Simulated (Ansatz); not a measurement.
Stepwise reaction of `[O]=[Ta]([OH])([OH])[F]` with ammonia, as a gas-phase model of exchange steps in deposition or etching. ΔE in kJ/mol; ΔG adds harmonic PBE0-D4 terms to CCSD(T)/CBS, at 1 bar.

Computed with Ansatz on PBE0-D4/def2-TZVP structures; ΔE is electronic, products minus reactants. CCSD(T)/CBS adds triple-zeta CCSD(T) − MP2 to the extrapolated MP2 energy (def2 sets, frozen cores). This one scheme is used for every species. Functionals use def2-TZVPP. B3LYP here is the variant with VWN-RPA as its local correlation; programs differ in this. Elements past krypton have def2 core potentials. For Ta outer-core shells are correlated without core-valence functions, which leaves a few kJ/mol of doubt a bond. One conformer a species, not always the lowest.

| step | reaction | PBE-D4 | B3LYP-D4 | ωB97M-V | CCSD(T)/CBS | ΔG(600 K) |
| --- | --- | --- | --- | --- | --- | --- |
| 2 | `[NH2][Ta](=[O])([OH])[F]` + NH₃ → `[NH2][Ta]([NH2])(=[O])[F]` + H₂O | 49.6 | 51.6 | 52.0 | 46.0 | 42.6 |

(1) Give the row of step 1, `[O]=[Ta]([OH])([OH])[F]` + NH₃ → `[NH2][Ta](=[O])([OH])[F]` + H₂O. (An estimate is asked.)

(2) By hand: ΔE of the 2 steps together at CCSD(T)/CBS.

Results:

(1) The calculation gave: 
```
step                                                            reaction  PBE-D4  B3LYP-D4  ωB97M-V  CCSD(T)/CBS  ΔG(600 K)
   1  `[O]=[Ta]([OH])([OH])[F]` + NH₃ → `[NH2][Ta](=[O])([OH])[F]` + H₂O    46.1      47.6     47.8         42.0       39.3
```

(2) (42.0) + (46.0) = 88.0 kJ/mol, or 44.0 kJ/mol a step.

In ΔE the steps differ by no more than 4.0 kJ/mol. All are uphill at CCSD(T)/CBS. ΔG lies between 39.3 and 42.6 kJ/mol a step. PBE-D4 differs from CCSD(T)/CBS by 3.6 to 4.1 kJ/mol a step. Isolated molecules leave out the surface, adducts and barriers. Largest T1 diagnostic: 0.020.
